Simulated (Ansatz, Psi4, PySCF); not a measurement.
water (H2O), singlet, geometry from GFN2-xTB. Base run: CCSD(T)/def2-SVPD (PySCF).

PySCF was given this input:
```python
from pyscf import gto, scf, cc

mol = gto.M(
    atom='''
O     0.00956971    0.00206403    0.11338892
H    -0.05579359    0.76362201   -0.46612807
H    -0.02076411   -0.78013425   -0.44098332
''',
    basis='def2-svpd',
    verbose=4,
)

mf = scf.RHF(mol)
mf.kernel()

mycc = cc.CCSD(mf)
mycc.kernel()
et = mycc.ccsd_t()
print('E(CCSD(T)) = %.10f' % (mycc.e_tot + et))
```

The same geometry, method and basis name were run in Ansatz (a first-principles code) and Psi4 and PySCF, at each program's defaults and at the settings that a row names. The base is PySCF at its defaults. Differences at the defaults can come from grids, fitting, cores and function types together.

```csv
code and settings,ΔE vs base (mEh),basis functions,E (Eh),SCF cycles
"PySCF, defaults (exact integrals, spherical functions, all electrons correlated)",0.000,39,-76.20433,8
"Psi4, defaults (exact integrals, spherical functions, all electrons correlated)",0.000,39,-76.20433,10
"Ansatz, defaults (factorised integrals, spherical functions, frozen core)",2.385,39,-76.20194,-
"PySCF, frozen core",2.384,39,-76.20194,8
"Psi4, exact integrals, spherical functions, frozen core",2.384,39,-76.20194,10
"Ansatz, high accuracy, frozen core",2.384,39,-76.20194,-
```
